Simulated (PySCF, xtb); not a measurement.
C3H7BO, SMILES OB1CCC1. Other conformers were not sampled.

Harmonic wavenumbers (cm⁻¹) from GFN2-xTB (xtb) at its own minimum, in rising order: 46, 273, 328, 524, 577, 687, 758, 832, 892, 919, 971, 1009, 1036, 1102, 1184, 1191, 1192, 1200, 1268, 1404, 1452, 1456, 1489, 2975, 2989, 2997, 3006, 3008, 3015, 3578.

Problem. What does PBE-D3(BJ)/def2-SVP in PySCF give at its own minimum? (The exact figures need the calculation; the answer reports its results.)

Solution. 84, 295, 352, 491, 576, 656, 691, 802, 872, 891, 899, 922, 949, 1058, 1103, 1122, 1159, 1187, 1242, 1339, 1351, 1406, 1455, 2980, 2985, 2994, 3036, 3049, 3059, 3711. Paired by order, the mean absolute difference is 44 cm⁻¹ and the zero-point energies are 62.0 and 61.1 kcal/mol.
